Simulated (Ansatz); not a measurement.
Diphenyliodonium (C₁₂H₁₀I⁺): single points at one geometry.

```yaml
crystal:
  periodic: [false, false, false]
  atoms:
    - {symbol: C, position_ang: [3.613473, 0.415135, -1.048751]}
    - {symbol: C, position_ang: [3.113083, -0.886381, -0.880440]}
    - {symbol: C, position_ang: [2.129713, -1.151981, 0.087519]}
    - {symbol: C, position_ang: [1.678469, -0.070397, 0.853915]}
    - {symbol: I, position_ang: [0.141022, -0.430034, 2.306184]}
    - {symbol: C, position_ang: [-1.562960, -0.278077, 1.008810]}
    - {symbol: C, position_ang: [-2.184145, -1.466276, 0.605016]}
    - {symbol: C, position_ang: [-3.284833, -1.352295, -0.262124]}
    - {symbol: C, position_ang: [-3.722614, -0.090235, -0.693543]}
    - {symbol: C, position_ang: [-3.069833, 1.077432, -0.265207]}
    - {symbol: C, position_ang: [-1.972376, 0.999600, 0.608401]}
    - {symbol: C, position_ang: [2.153354, 1.240668, 0.720582]}
    - {symbol: C, position_ang: [3.137530, 1.471457, -0.255824]}
    - {symbol: H, position_ang: [4.387177, 0.608115, -1.806791]}
    - {symbol: H, position_ang: [3.491436, -1.714064, -1.499263]}
    - {symbol: H, position_ang: [1.741772, -2.171188, 0.225904]}
    - {symbol: H, position_ang: [-1.839347, -2.453538, 0.944425]}
    - {symbol: H, position_ang: [-3.800053, -2.265916, -0.595298]}
    - {symbol: H, position_ang: [-4.585710, -0.014756, -1.371639]}
    - {symbol: H, position_ang: [-3.417524, 2.066228, -0.600726]}
    - {symbol: H, position_ang: [-1.467332, 1.912580, 0.954840]}
    - {symbol: H, position_ang: [1.785243, 2.064185, 1.349126]}
    - {symbol: H, position_ang: [3.534467, 2.489728, -0.385097]}
basis:
  gaussian: {orbitals: def2-SVP, initial_orbitals: start.molden}
total_charge: 1
correlation: {method: mp2}
scf: {omitted_lower_state_checks: [starts]}
output: {orbitals: {seedname: orbitals}}
```

The file start.molden holds the orbitals of an earlier run on this structure, at another level or in another basis.

```sh
$ ansatz run in.yaml --threads 4 --pin off --events-out ev --progress --plain --max-ram 6963MiB
```

It prints (some lines left out):

```
Functional definition: HF
2606 factors; integrals over basis functions are off by at most 1.4e-3 eV
mean field evaluation 1: about -20576.5778 eV, gradient 3.4e1 eV
mean field evaluation 2: about -20578.2431 eV, gradient 1.5e0 eV
mean field evaluation 4: about -20578.6555 eV, gradient 9.4e-1 eV
mean field evaluation 8: about -20578.6587 eV, gradient 1.3e-4 eV
mean field -20578.65869793 eV, -756.2517584332 hartree, gradient 2.0e-6 eV, S^2 0.000000; 0 other end points of the search recorded, 0 dependent functions left out; unrestricted orbitals would lower it
16 core orbitals not correlated: weight in the atoms' cores, before any rotation towards them, 1.000 or more for the frozen orbitals, at most 0.000 for the correlated occupied ones
reference -20578.65869793 eV, -756.2517584332 hartree; 37, 37 occupied and 191, 191 virtual orbitals, 2606 factors
second order -45.76154696 eV of doubles, -0.00000000 eV of singles
Total energy: -20624.42024490 eV, -757.9334642658 hartree
Checks for a lower state left out: starts
```

Hardware: 4 threads of Intel Xeon 6975P-C on a shared host. Wall time 7 s, peak host memory 0.99 GiB.

As the first input, with `gaussian: {orbitals: def2-TZVP, initial_orbitals: start.molden}`, `hamiltonian: {xc: {name: r2SCANh}, dispersion: d4}` and without the key `correlation` (abridged; 17 s):

```
Functional definition: r2SCANh
mean field -20699.05434492 eV, -760.6762168529 hartree, gradient 2.1e-5 eV, S^2 0.000000
Total energy: -20699.28797666 eV, -760.6848026608 hartree
Checks for a lower state left out: starts
```

First input, but with `gaussian: {orbitals: def2-TZVP, initial_orbitals: start.molden}`, `hamiltonian: {xc: pbe0, dispersion: d4}`, `output: {forces: true, orbitals: {seedname: orbitals}}` and without the key `correlation` (abridged; 22 s):

```
Functional definition: PBE0
mean field -20689.23806845 eV, -760.3154753462 hartree, gradient 1.2e-5 eV, S^2 0.000000
Total energy: -20689.92998755 eV, -760.3409029042 hartree
Atom 0 force    -0.203625    -0.044272     0.176692 eV/Å
Atom 1 force    -0.088427     0.142046     0.179339 eV/Å
Atom 2 force     0.102035     0.286112    -0.039328 eV/Å
Atom 3 force     0.175189     0.049694    -0.174064 eV/Å
Atom 4 force    -0.052074     0.173895    -0.876242 eV/Å
Atom 5 force    -0.196305     0.007319    -0.159077 eV/Å
Atom 6 force    -0.080062     0.279359    -0.091683 eV/Å
Atom 7 force     0.118711     0.176381     0.116247 eV/Å
Atom 8 force     0.224033    -0.023835     0.154986 eV/Å
Atom 9 force     0.088456    -0.192778     0.125815 eV/Å
Atom 10 force    -0.135554    -0.255469    -0.089964 eV/Å
Atom 11 force     0.090928    -0.237965    -0.168197 eV/Å
Atom 12 force    -0.086093    -0.212911     0.084073 eV/Å
Atom 13 force    -0.417081    -0.104268     0.405149 eV/Å
Atom 14 force    -0.201510     0.454502     0.328928 eV/Å
Atom 15 force     0.190217     0.563379    -0.059738 eV/Å
Atom 16 force    -0.165201     0.548325    -0.175248 eV/Å
Atom 17 force     0.277477     0.498936     0.172862 eV/Å
Atom 18 force     0.464111    -0.040839     0.362826 eV/Å
Atom 19 force     0.183042    -0.539705     0.176446 eV/Å
Atom 20 force    -0.258165    -0.510768    -0.178919 eV/Å
Atom 21 force     0.180879    -0.462939    -0.333005 eV/Å
Atom 22 force    -0.210980    -0.554199     0.062102 eV/Å
Dipole moment:    -0.011609     0.041513    -0.267534 e Å
Checks for a lower state left out: starts
```

The first input with `hamiltonian: {xc: pbe, dispersion: d4}` and without the key `correlation` (abridged; 2.6 s):

```
Functional definition: PBE
mean field -20674.00075753 eV, -759.7555144982 hartree, gradient 1.3e-5 eV, S^2 0.000000
Total energy: -20674.80466846 eV, -759.7850576800 hartree
Checks for a lower state left out: starts
```

First input, but with `gaussian: {orbitals: def2-TZVP, initial_orbitals: start.molden}`, `hamiltonian: {xc: {name: B97M-V}}`, `output: {forces: true, orbitals: {seedname: orbitals}}` and without the key `correlation` (abridged; 20 s):

```
Functional definition: B97M-V
mean field -20704.68624773 eV, -760.8831854637 hartree, gradient 6.3e-5 eV, S^2 0.000000
Total energy: -20704.68633908 eV, -760.8831888209 hartree
Atom 0 force    -0.116929    -0.021418     0.092594 eV/Å
Atom 1 force    -0.034919     0.058483     0.096065 eV/Å
Atom 2 force     0.111689     0.171318    -0.075609 eV/Å
Atom 3 force     0.191183     0.050663    -0.176379 eV/Å
Atom 4 force    -0.045397     0.155697    -0.773774 eV/Å
Atom 5 force    -0.214542     0.005051    -0.162246 eV/Å
Atom 6 force    -0.102859     0.157429    -0.097787 eV/Å
Atom 7 force     0.046352     0.082812     0.066372 eV/Å
Atom 8 force     0.127476    -0.017111     0.079682 eV/Å
Atom 9 force     0.036517    -0.086049     0.072338 eV/Å
Atom 10 force    -0.136556    -0.139880    -0.093366 eV/Å
Atom 11 force     0.103720    -0.116936    -0.143495 eV/Å
Atom 12 force    -0.028371    -0.102386     0.052824 eV/Å
Atom 13 force    -0.558132    -0.139908     0.544439 eV/Å
Atom 14 force    -0.269505     0.597738     0.438324 eV/Å
Atom 15 force     0.250329     0.737459    -0.074040 eV/Å
Atom 16 force    -0.216323     0.721981    -0.226493 eV/Å
Atom 17 force     0.370210     0.657497     0.231805 eV/Å
Atom 18 force     0.621497    -0.054313     0.487686 eV/Å
Atom 19 force     0.245498    -0.711194     0.236706 eV/Å
Atom 20 force    -0.333871    -0.666167    -0.228349 eV/Å
Atom 21 force     0.235937    -0.609390    -0.433277 eV/Å
Atom 22 force    -0.283004    -0.731377     0.085982 eV/Å
Dipole moment:    -0.010894     0.040260    -0.261188 e Å
Checks for a lower state left out: starts
```

As the first input, with `hamiltonian: {xc: pbe0, dispersion: d4}` and without the key `correlation` (abridged; 4.7 s):

```
Functional definition: PBE0
mean field -20675.76839340 eV, -759.8204739182 hartree, gradient 9.9e-6 eV, S^2 0.000000
Total energy: -20676.46030844 eV, -759.8459013269 hartree
Checks for a lower state left out: starts
```

As the first input, with `hamiltonian: {xc: pbe}`, `correlation: {method: rpa}` and without the key `output` (abridged; 9 s):

```
Functional definition: PBE
mean field -20674.00075960 eV, -759.7555145743 hartree, gradient 1.4e-6 eV, S^2 0.000000
16 core orbitals not correlated: weight in the atoms' cores, before any rotation towards them, 1.000 or more for the frozen orbitals, at most 0.000 for the correlated occupied ones
Total energy: -20647.44898519 eV, -758.7797548620 hartree
Checks for a lower state left out: starts
```

Geometry: PBE-D4/def2-SVP.

In the def2 sets I takes a core potential; there is no spin–orbit coupling. Correlated methods freeze 16 core orbitals; core or outer-core shells of I are correlated, in sets that lack core-valence functions. At MP2/def2-SVP the restricted singlet (for correlated methods, its reference) is unstable: a solution with broken spin symmetry lies lower.
